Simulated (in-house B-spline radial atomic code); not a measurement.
## LDA exchange-only excitations of Fe IX (Fe8+)

Method: LDA exchange-only. Computed with a B-spline radial code for spherical atoms: linear response of the closed shell [Ne] 3s2 3p6 with the functional's adiabatic kernel; non-relativistic, point nucleus, no spin-orbit coupling, no double excitations, S, P, D and F terms only. Only terms of natural parity with L up to 3 were computed.

Command:
```bash
python run_td.py task.json out
```
Settings (radii: box in bohr, nucleus in fm):
```
Z                        26
electrons                18
configuration            [Ne] 3s2 3p6
hamiltonian              nr
method                   lda,
box_radius               11.59
intervals                51
```

Run time, properties included: 0.5 s on 1 thread of Arm Neoverse N1, on a shared host.

The lowest states, in the order of their Tamm-Dancoff energies; the method's threshold (minus the highest occupied level) is 217.74 eV. Labels give the largest channel, * marks a mixed state, and oscillator strengths are full-response dipole values. Semilocal kernels can invert the small singlet-triplet splittings of Rydberg terms. Energies in eV:

```tsv
state	full response	Tamm-Dancoff	oscillator strength
3p → 3d 3P	49.74	49.91	-
3p → 3d 3F	51.17	51.28	-
3p → 3d 1F	55.64	55.69	-
3p → 3d 1P	71.11	74.26	2.86
3s → 3d 3D	85.08	85.13	-
3s → 3d 1D	?	?	-
3p → 4s 3P	?	?	-
3p → 4s 1P	115.55	115.60	0.276
3p → 4p 3S	124.13	124.16	-
3p → 4p 3D	125.38	125.39	-
```

**Question.** Where does 3p → 4s 3P lie?

**Answer.** At 114.33 eV in full response, 114.35 eV in Tamm-Dancoff.

**Question.** Where does 3s → 3d 1D lie?

**Answer.** At 90.58 eV in full response, 90.74 eV in Tamm-Dancoff.

**Question.** How large is the singlet-triplet splitting of 3p → 3d (F terms) in Tamm-Dancoff?

**Answer.** 4.4 eV, from the unrounded values.

**Question.** What polarisabilities and dispersion coefficient does the method give?

**Answer.** Dipole 0.5019 bohr³, quadrupole 0.3195 bohr⁵, C6 0.5798 hartree·bohr⁶ for two such species.
